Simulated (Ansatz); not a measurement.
Start from `CN[BH][GeH3]` and change one atom or group to get `CNBCl`.

Ansatz, PBE0-D4/def2-TZVP geometries, multiplicity 1. Each molecule was computed in one conformer, which needn't be the lowest.

Scalar relativity is left out up to krypton.

```
                                          property  `CN[BH][GeH3]`
size of the dipole moment (ωB97M-V/def2-TZVPP) / D            2.90
               HOMO–LUMO gap (PBE/def2-TZVPP) / eV            5.25
    size of the dipole moment (PBE/def2-TZVPP) / D            2.97
             HOMO–LUMO gap (B3LYP/def2-TZVPP) / eV            6.96
           HOMO–LUMO gap (ωB97M-V/def2-TZVPP) / eV           11.39
              HOMO–LUMO gap (PBE0/def2-TZVPP) / eV            7.35
```

Question: What does the change do to each property? (Estimate.)

Answer: The calculation gave: 
```tsv
property	`CNBCl`	shift
size of the dipole moment (ωB97M-V/def2-TZVPP) / D	2.84	-0.06
HOMO–LUMO gap (PBE/def2-TZVPP) / eV	5.78	0.53
size of the dipole moment (PBE/def2-TZVPP) / D	2.87	-0.10
HOMO–LUMO gap (B3LYP/def2-TZVPP) / eV	7.59	0.63
HOMO–LUMO gap (ωB97M-V/def2-TZVPP) / eV	12.21	0.82
HOMO–LUMO gap (PBE0/def2-TZVPP) / eV	8.05	0.70
```

With PBE0 the HOMO falls by 0.07 eV and the LUMO rises by 0.63 eV, so the gap widens by about 0.70 eV. PBE moves the HOMO by 0.04 eV and ωB97M-V by -0.19 eV. Dipoles are sizes alone; their direction can turn.

B3LYP here is the variant with VWN-RPA as its local correlation; programs differ in this.
